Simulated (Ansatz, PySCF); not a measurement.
Isomers of H4OSeSi: 1 is O[SiH2][SeH], 2 is O[Se][SiH3]; one conformer of each (the lowest of an xTB search), B3LYP-D3(BJ)/def2-TZVP minima.
Isomer 1 (charge 0, multiplicity 1, Z-matrix in Å and degrees):
```
Si
O 1 1.6460
H 2 0.9608 1 118.39
H 1 1.4721 2 105.34 3 -163.20
H 1 1.4786 4 111.93 2 121.75
Se 1 2.2973 4 107.68 5 117.10
H 6 1.4710 1 92.85 4 -146.69
```
Isomer 2 (charge 0, multiplicity 1):
```xyz
7

O      2.037    -0.152     0.667
Se     0.904    -1.055    -0.467
Si    -1.022    -0.001     0.216
H      2.379     0.597     0.165
H     -1.267    -0.233     1.655
H     -0.936     1.454    -0.044
H     -2.095    -0.611    -0.604
```

No zero-point or thermal terms.

Rows in 3-21G carry no dispersion term and start afresh at each structure; the Pople sets are all-electron and without relativity.

The values were computed with Ansatz (a quantum-chemistry and plane-wave program); PySCF for 3-21G rows, the dispersion terms. Each number belongs to the level named beside it.

Problem. One of these levels gives 197.7 kJ/mol for the electronic energy of isomer 2 less that of isomer 1. Which one is it?
A. BHLYP-D3(BJ)/def2-TZVPP
B. B3LYP/3-21G
C. PBE-D3(BJ)/def2-TZVPP

Solution. C, PBE-D3(BJ)/def2-TZVPP. The others give 162.7 (B3LYP/3-21G), 223.2 (BHLYP-D3(BJ)/def2-TZVPP)
